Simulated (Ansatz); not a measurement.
Ansatz (a first-principles code) input (HF/3-21G): The .json file is the Basis Set Exchange's 3-21G.

Ansatz 0.2 input:
```yaml
crystal:
  periodic: [false, false, false]
  atoms:
    - {symbol: Br, position_ang: [1.86632880, -0.83102429, 0.05722433]}
    - {symbol: C, position_ang: [-0.03356242, -0.41232830, 0.02981073]}
    - {symbol: C, position_ang: [-0.98328311, -1.34190908, 0.09830950]}
    - {symbol: C, position_ang: [-2.34192728, -0.83668335, 0.06385062]}
    - {symbol: C, position_ang: [-2.63040522, 0.50024431, -0.03222026]}
    - {symbol: Se, position_ang: [-0.74909663, 1.33989371, -0.09560439]}
    - {symbol: H, position_ang: [-0.75910172, -2.38854429, 0.17352258]}
    - {symbol: H, position_ang: [-3.15805273, -1.53793324, 0.11567147]}
basis:
  gaussian:
    orbitals: 3-21G.json
hamiltonian:
  xc: {name: HF}
total_charge: -1
phonons: {temperatures: {t_min: 298.15, t_max: 298.15, t_step: 100}}
```

Output:

```
Functional definition: HF
integrals: 0.03 GiB planned
1039 factors; integrals over basis functions are off by at most 5.9e-4 eV
mean field: 0.44 GiB planned
mean field evaluation 1: about -138780.7373 eV, gradient 3.2e1 eV
mean field evaluation 2: about -138781.0707 eV, gradient 3.2e1 eV
mean field evaluation 4: about -138784.7449 eV, gradient 3.4e0 eV
mean field evaluation 8: about -138784.8361 eV, gradient 1.6e-1 eV
mean field -138784.83654668 eV, -5100.2486713495 hartree, gradient 2.8e-5 eV, S^2 0.000000; 0 other end points of the search recorded, 0 dependent functions left out
the calculation of the forces begins
reference -138784.83654668 eV, -5100.2486713495 hartree; 48, 48 occupied and 38, 38 virtual orbitals, 1039 factors
these checks for a lower state are left out or cut short: stability, starts, cluster_reference, orbital_swaps, neighbouring_geometries, increment
integrals: 0.03 GiB planned
1039 factors; integrals over basis functions are off by at most 5.9e-4 eV
mean field: 0.44 GiB planned
mean field evaluation 16: about -138784.8329 eV, gradient 1.1e0 eV
mean field -138784.83653746 eV, -5100.2486710108 hartree, gradient 2.2e-6 eV, S^2 0.000000; 0 other end points of the search recorded, 0 dependent functions left out
the calculation of the forces begins
reference -138784.83653746 eV, -5100.2486710108 hartree; 48, 48 occupied and 38, 38 virtual orbitals, 1039 factors
these checks for a lower state are left out or cut short: stability, starts, cluster_reference, orbital_swaps, neighbouring_geometries, increment
integrals: 0.03 GiB planned
1039 factors; integrals over basis functions are off by at most 5.9e-4 eV
mean field: 0.44 GiB planned
mean field evaluation 32: about -138784.8365 eV, gradient 2.2e-6 eV
mean field -138784.83653802 eV, -5100.2486710314 hartree, gradient 2.2e-6 eV, S^2 0.000000; 0 other end points of the search recorded, 0 dependent functions left out
the calculation of the forces begins
reference -138784.83653802 eV, -5100.2486710314 hartree; 48, 48 occupied and 38, 38 virtual orbitals, 1039 factors
these checks for a lower state are left out or cut short: stability, starts, cluster_reference, orbital_swaps, neighbouring_geometries, increment
integrals: 0.03 GiB planned
1039 factors; integrals over basis functions are off by at most 5.9e-4 eV
mean field: 0.44 GiB planned
mean field -138784.83651634 eV, -5100.2486702347 hartree, gradient 2.2e-6 eV, S^2 0.000000; 0 other end points of the search recorded, 0 dependent functions left out
the calculation of the forces begins
reference -138784.83651634 eV, -5100.2486702347 hartree; 48, 48 occupied and 38, 38 virtual orbitals, 1039 factors
these checks for a lower state are left out or cut short: stability, starts, cluster_reference, orbital_swaps, neighbouring_geometries, increment
integrals: 0.03 GiB planned
1039 factors; integrals over basis functions are off by at most 5.9e-4 eV
mean field: 0.44 GiB planned
mean field -138784.83651730 eV, -5100.2486702698 hartree, gradient 2.2e-6 eV, S^2 0.000000; 0 other end points of the search recorded, 0 dependent functions left out
the calculation of the forces begins
reference -138784.83651730 eV, -5100.2486702698 hartree; 48, 48 occupied and 38, 38 virtual orbitals, 1039 factors
these checks for a lower state are left out or cut short: stability, starts, cluster_reference, orbital_swaps, neighbouring_geometries, increment
integrals: 0.03 GiB planned
1039 factors; integrals over basis functions are off by at most 5.9e-4 eV
mean field: 0.44 GiB planned
mean field -138784.83638021 eV, -5100.2486652318 hartree, gradient 2.3e-6 eV, S^2 0.000000; 0 other end points of the search recorded, 0 dependent functions left out
the calculation of the forces begins
reference -138784.83638021 eV, -5100.2486652318 hartree; 48, 48 occupied and 38, 38 virtual orbitals, 1039 factors
these checks for a lower state are left out or cut short: stability, starts, cluster_reference, orbital_swaps, neighbouring_geometries, increment
integrals: 0.03 GiB planned
1039 factors; integrals over basis functions are off by at most 5.9e-4 eV
mean field: 0.44 GiB planned
mean field evaluation 64: about -138784.8327 eV, gradient 1.1e0 eV
mean field -138784.83638108 eV, -5100.2486652638 hartree, gradient 2.2e-6 eV, S^2 0.000000; 0 other end points of the search recorded, 0 dependent functions left out
the calculation of the forces begins
reference -138784.83638108 eV, -5100.2486652638 hartree; 48, 48 occupied and 38, 38 virtual orbitals, 1039 factors
these checks for a lower state are left out or cut short: stability, starts, cluster_reference, orbital_swaps, neighbouring_geometries, increment
integrals: 0.03 GiB planned
1039 factors; integrals over basis functions are off by at most 5.9e-4 eV
mean field: 0.44 GiB planned
[...]
the calculation of the forces begins
reference -138784.83651506 eV, -5100.2486701876 hartree; 48, 48 occupied and 38, 38 virtual orbitals, 1039 factors
these checks for a lower state are left out or cut short: stability, starts, cluster_reference, orbital_swaps, neighbouring_geometries, increment
integrals: 0.03 GiB planned
1039 factors; integrals over basis functions are off by at most 5.9e-4 eV
mean field: 0.44 GiB planned
mean field -138784.83645963 eV, -5100.2486681507 hartree, gradient 2.2e-6 eV, S^2 0.000000; 0 other end points of the search recorded, 0 dependent functions left out
the calculation of the forces begins
reference -138784.83645963 eV, -5100.2486681507 hartree; 48, 48 occupied and 38, 38 virtual orbitals, 1039 factors
these checks for a lower state are left out or cut short: stability, starts, cluster_reference, orbital_swaps, neighbouring_geometries, increment
integrals: 0.03 GiB planned
1039 factors; integrals over basis functions are off by at most 5.9e-4 eV
mean field: 0.44 GiB planned
mean field -138784.83645925 eV, -5100.2486681367 hartree, gradient 2.2e-6 eV, S^2 0.000000; 0 other end points of the search recorded, 0 dependent functions left out
the calculation of the forces begins
reference -138784.83645925 eV, -5100.2486681367 hartree; 48, 48 occupied and 38, 38 virtual orbitals, 1039 factors
these checks for a lower state are left out or cut short: stability, starts, cluster_reference, orbital_swaps, neighbouring_geometries, increment
integrals: 0.03 GiB planned
1039 factors; integrals over basis functions are off by at most 5.9e-4 eV
mean field: 0.44 GiB planned
mean field evaluation 224: about -138784.4477 eV, gradient 1.1e0 eV
mean field -138784.83652658 eV, -5100.2486706108 hartree, gradient 2.3e-6 eV, S^2 0.000000; 0 other end points of the search recorded, 0 dependent functions left out
the calculation of the forces begins
reference -138784.83652658 eV, -5100.2486706108 hartree; 48, 48 occupied and 38, 38 virtual orbitals, 1039 factors
these checks for a lower state are left out or cut short: stability, starts, cluster_reference, orbital_swaps, neighbouring_geometries, increment
integrals: 0.03 GiB planned
1039 factors; integrals over basis functions are off by at most 5.9e-4 eV
mean field: 0.44 GiB planned
mean field -138784.83652721 eV, -5100.2486706341 hartree, gradient 2.2e-6 eV, S^2 0.000000; 0 other end points of the search recorded, 0 dependent functions left out
the calculation of the forces begins
reference -138784.83652721 eV, -5100.2486706341 hartree; 48, 48 occupied and 38, 38 virtual orbitals, 1039 factors
these checks for a lower state are left out or cut short: stability, starts, cluster_reference, orbital_swaps, neighbouring_geometries, increment
integrals: 0.03 GiB planned
1039 factors; integrals over basis functions are off by at most 5.9e-4 eV
mean field: 0.44 GiB planned
mean field -138784.83642985 eV, -5100.2486670562 hartree, gradient 2.2e-6 eV, S^2 0.000000; 0 other end points of the search recorded, 0 dependent functions left out
the calculation of the forces begins
reference -138784.83642985 eV, -5100.2486670562 hartree; 48, 48 occupied and 38, 38 virtual orbitals, 1039 factors
these checks for a lower state are left out or cut short: stability, starts, cluster_reference, orbital_swaps, neighbouring_geometries, increment
integrals: 0.03 GiB planned
1039 factors; integrals over basis functions are off by at most 5.9e-4 eV
mean field: 0.44 GiB planned
mean field evaluation 256: about -138784.8364 eV, gradient 9.6e-3 eV
mean field -138784.83643154 eV, -5100.2486671184 hartree, gradient 2.2e-6 eV, S^2 0.000000; 0 other end points of the search recorded, 0 dependent functions left out
the calculation of the forces begins
reference -138784.83643154 eV, -5100.2486671184 hartree; 48, 48 occupied and 38, 38 virtual orbitals, 1039 factors
these checks for a lower state are left out or cut short: stability, starts, cluster_reference, orbital_swaps, neighbouring_geometries, increment
integrals: 0.03 GiB planned
1039 factors; integrals over basis functions are off by at most 5.9e-4 eV
mean field: 0.44 GiB planned
mean field -138784.83653122 eV, -5100.2486707813 hartree, gradient 2.2e-6 eV, S^2 0.000000; 0 other end points of the search recorded, 0 dependent functions left out
the calculation of the forces begins
reference -138784.83653122 eV, -5100.2486707813 hartree; 48, 48 occupied and 38, 38 virtual orbitals, 1039 factors
these checks for a lower state are left out or cut short: stability, starts, cluster_reference, orbital_swaps, neighbouring_geometries, increment
integrals: 0.03 GiB planned
1039 factors; integrals over basis functions are off by at most 5.9e-4 eV
mean field: 0.44 GiB planned
mean field -138784.83652812 eV, -5100.2486706676 hartree, gradient 2.2e-6 eV, S^2 0.000000; 0 other end points of the search recorded, 0 dependent functions left out
the calculation of the forces begins
reference -138784.83652812 eV, -5100.2486706676 hartree; 48, 48 occupied and 38, 38 virtual orbitals, 1039 factors
these checks for a lower state are left out or cut short: stability, starts, cluster_reference, orbital_swaps, neighbouring_geometries, increment
integrals: 0.03 GiB planned
1039 factors; integrals over basis functions are off by at most 5.9e-4 eV
mean field: 0.44 GiB planned
mean field evaluation 288: about -138784.8365 eV, gradient 2.2e-6 eV
mean field -138784.83648719 eV, -5100.2486691634 hartree, gradient 2.2e-6 eV, S^2 0.000000; 0 other end points of the search recorded, 0 dependent functions left out
the calculation of the forces begins
reference -138784.83648719 eV, -5100.2486691634 hartree; 48, 48 occupied and 38, 38 virtual orbitals, 1039 factors
these checks for a lower state are left out or cut short: stability, starts, cluster_reference, orbital_swaps, neighbouring_geometries, increment
integrals: 0.03 GiB planned
1039 factors; integrals over basis functions are off by at most 5.9e-4 eV
mean field: 0.44 GiB planned
mean field -138784.83648502 eV, -5100.2486690838 hartree, gradient 2.2e-6 eV, S^2 0.000000; 0 other end points of the search recorded, 0 dependent functions left out
the calculation of the forces begins
reference -138784.83648502 eV, -5100.2486690838 hartree; 48, 48 occupied and 38, 38 virtual orbitals, 1039 factors
these checks for a lower state are left out or cut short: stability, starts, cluster_reference, orbital_swaps, neighbouring_geometries, increment
integrals: 0.03 GiB planned
1039 factors; integrals over basis functions are off by at most 5.9e-4 eV
mean field: 0.44 GiB planned
mean field -138784.83650549 eV, -5100.2486698359 hartree, gradient 2.2e-6 eV, S^2 0.000000; 0 other end points of the search recorded, 0 dependent functions left out
the calculation of the forces begins
reference -138784.83650549 eV, -5100.2486698359 hartree; 48, 48 occupied and 38, 38 virtual orbitals, 1039 factors
these checks for a lower state are left out or cut short: stability, starts, cluster_reference, orbital_swaps, neighbouring_geometries, increment
integrals: 0.03 GiB planned
1039 factors; integrals over basis functions are off by at most 5.9e-4 eV
mean field: 0.44 GiB planned
mean field -138784.83650423 eV, -5100.2486697897 hartree, gradient 2.2e-6 eV, S^2 0.000000; 0 other end points of the search recorded, 0 dependent functions left out
the calculation of the forces begins
reference -138784.83650423 eV, -5100.2486697897 hartree; 48, 48 occupied and 38, 38 virtual orbitals, 1039 factors
Total energy: -138784.83654668 eV, -5100.2486713495 hartree
Atom 0 at     1.866329    -0.831024     0.057224 Å, force    -0.000307    -0.000113     0.000009 eV/Å
Atom 1 at    -0.033562    -0.412328     0.029811 Å, force     0.000446    -0.000198     0.000014 eV/Å
Atom 2 at    -0.983283    -1.341909     0.098309 Å, force    -0.000118    -0.000920     0.000067 eV/Å
Atom 3 at    -2.341927    -0.836683     0.063851 Å, force    -0.000032    -0.000571     0.000041 eV/Å
Atom 4 at    -2.630405     0.500244    -0.032220 Å, force    -0.001046     0.001470    -0.000105 eV/Å
Atom 5 at    -0.749097     1.339894    -0.095604 Å, force    -0.000196    -0.000025     0.000002 eV/Å
Atom 6 at    -0.759102    -2.388544     0.173523 Å, force     0.000890    -0.000118     0.000007 eV/Å
Atom 7 at    -3.158053    -1.537933     0.115671 Å, force     0.000363     0.000474    -0.000035 eV/Å
Dipole moment:     1.249923    -0.439507     0.029876 e Å
Vibrations: 172.24 198.81 285.56 383.58 467.69 571.01 614.37 807.21 893.68 984.78 1067.76 1092.13 1315.25 1425.52 1537.10 1726.66 3283.15 3351.13 cm⁻¹, zero-point energy 1.250855 eV
```

The blocks after the first are displaced geometries, from whose forces the wavenumbers follow.

The dipole moment of an ion depends on the origin.
